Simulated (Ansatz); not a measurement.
`C=CCCl` + `CC[SeH]` → `C=C[Se]CC` + `CCl`  (substitution at a C–C bond)

Gas-phase electronic energies from Ansatz, PBE0-D4/def2-TZVP geometries. CCSD(T)/CBS is the MP2 limit (def2-TZVPP, def2-QZVPP) plus CCSD(T) − MP2 in def2-TZVPP, frozen cores. This one scheme is used for every species. DFT in def2-TZVPP. For Se outer-core shells are correlated without core-valence functions, which leaves a few kJ/mol of doubt a bond. Scalar relativity is left out up to krypton. Each species was taken in one conformer, which may not be the lowest.

```
          level  ΔE (eV)
      r2SCAN-D4    -0.01
         r2SCAN     0.00
 MP2/def2-TZVPP    -0.04
CCSD/def2-TZVPP     0.05
  HF/def2-QZVPP     0.19
 MP2/def2-QZVPP    -0.04
   HF/CBS(def2)     0.19
  MP2/CBS(def2)    -0.03
```

Task: What does CCSD(T)/CBS give? (Best estimate.)

Result: Ansatz gave: +0.02 eV. The listed levels differ from it by -0.03, -0.02, -0.06, 0.03, 0.17, -0.06, 0.17, -0.05 eV.

Largest T1 diagnostic among the species: 0.010.

From PBE to PBE0 (25 % exact exchange), in def2-TZVPP and without D4, ΔE moves by +0.04 eV. In def2-TZVPP, CCSD(T) changes the Hartree–Fock value by −0.17 eV (the triples alone add −0.03 eV) and MP2 by −0.23 eV. The D4 term adds −0.06 eV with B3LYP and −0.03 eV with PBE0; it sums over pairs of atoms, weighted by their polarisabilities, and B3LYP, whose exchange is more repulsive, gets the larger term.

B3LYP here is the variant with VWN-RPA as its local correlation; programs differ in this.
